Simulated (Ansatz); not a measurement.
Coupled-cluster diagnostics for SnS2, Ansatz.

Geometry of the singlet (r2SCAN-D4/def2-TZVP):

```xyz
3

Sn    0.0003    0.0002   -0.0004
S     1.8285   -0.8285    0.8559
S    -1.8287    0.8283   -0.8555
```

In the def2 sets Sn takes a core potential; there is no spin–orbit coupling. Correlated methods freeze 14 core orbitals; core or outer-core shells of Sn are correlated, in sets that lack core-valence functions. Another isomer (singlet) lies 0.51 eV lower at PBE0-D4/def2-TZVP; other spin states weren't run for this one.

(1) Estimate the CCSD(T) correlation energy, the shares of MP2 and (T), T1 and the reference's ⟨S²⟩ for: charge 0, singlet, own geometry in def2-TZVPP; and the rough time on 4 threads of Arm Neoverse V2 on a shared host.

Answers

(1) 
```
                          state       basis  correlation (eV)  MP2 share (%)  (T) share (%)     T1  ⟨S²⟩ (pure)  wall time           remarks
charge 0, singlet, own geometry  def2-TZVPP           -18.720           93.5            5.1  0.021  0.00 (0.00)      2.2 s  large T1 (0.021)
```
Customary marks for T1 are 0.02 (closed shells), 0.045 (open shells) and about 0.05 (3d metals). T1 exceeds 0.02 in 1 of 1 rows and 0.045 in 0; the higher it lies, the less the single-reference result can be trusted.
